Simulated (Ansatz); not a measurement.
A geometry relaxed with PBE0-D4/def2-SVP in Ansatz (a first-principles code), charge 0, multiplicity 1:

```xyz
19

C      1.8017    -0.4060     0.1220
C     -2.0131    -0.0764     0.0093
H     -3.9903    -1.3355     0.3449
B     -2.7814    -1.3533     0.3563
H      3.1516     1.2316    -0.3211
C     -0.5742     0.1248    -0.0380
C      1.1131     1.8624    -0.5065
C     -0.2189     1.4454    -0.3994
H      4.0831    -1.0930     0.3251
H      1.3602     2.8882    -0.7873
C      2.1031     0.9324    -0.2447
H      2.6456    -2.5579     0.7201
S     -1.6358     2.4166    -0.6745
B      2.9214    -1.4217     0.4086
C      0.4554    -0.7874     0.2192
H     -3.7491     1.2304    -0.3598
C     -2.6679     1.0910    -0.3155
H     -2.2078    -2.3784     0.6412
H      0.2033    -1.8130     0.5001
```

Q: Write the SMILES of this molecule.

A: `Bc1ccc2scc(B)c2c1`
